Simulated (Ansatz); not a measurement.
Reaction (hydrogenolysis of the Si–C bond): `C[SiH]1[SiH2][Se]1` + H₂ → `[SiH2]1[SiH2][Se]1` + CH₄

Isolated molecules relaxed with PBE0-D4/def2-TZVP in Ansatz; ΔE leaves out vibrations. CCSD(T)/CBS is the MP2 limit (def2-TZVPP, def2-QZVPP) plus CCSD(T) − MP2 in def2-TZVPP, frozen cores. This one scheme is used for every species. Functionals use def2-TZVPP. B3LYP here is the variant with VWN-RPA as its local correlation; programs differ in this. For Se outer-core shells are correlated without core-valence functions, which leaves a few kJ/mol of doubt a bond. Scalar relativity is left out up to krypton.

Task: Is it downhill or uphill in electronic energy at CCSD(T)/CBS, and by how much? (An estimate is asked.)

Result: Ansatz gave: Downhill: ΔE = -20.6 kJ/mol.

Task: What do these levels give: r2SCAN-D4, PBE0-D4, B3LYP-D4, ωB97X-V, B2PLYP, r2SCAN, MP2/def2-TZVPP, CCSD/def2-TZVPP, MP2/def2-QZVPP, SCS-MP2/def2-QZVPP, HF/CBS(def2), MP2/CBS(def2)? (Best estimate.)

Result: Computed: r2SCAN-D4 -19.7, PBE0-D4 -21.0, B3LYP-D4 -23.6, ωB97X-V -23.6, B2PLYP -27.5, r2SCAN -21.4, MP2/def2-TZVPP -16.3, CCSD/def2-TZVPP -27.4, MP2/def2-QZVPP -14.8, SCS-MP2/def2-QZVPP -21.5, HF/CBS(def2) -44.6, MP2/CBS(def2) -13.8 kJ/mol.

Largest T1 diagnostic among the species: 0.012.

The D4 term adds +9.6 kJ/mol with B3LYP and +5.4 kJ/mol with PBE0; it sums over pairs of atoms, weighted by their polarisabilities, and B3LYP, whose exchange is more repulsive, gets the larger term. In def2-TZVPP, CCSD(T) changes the Hartree–Fock value by +21.7 kJ/mol (the triples alone add +4.3 kJ/mol) and MP2 by +28.5 kJ/mol.
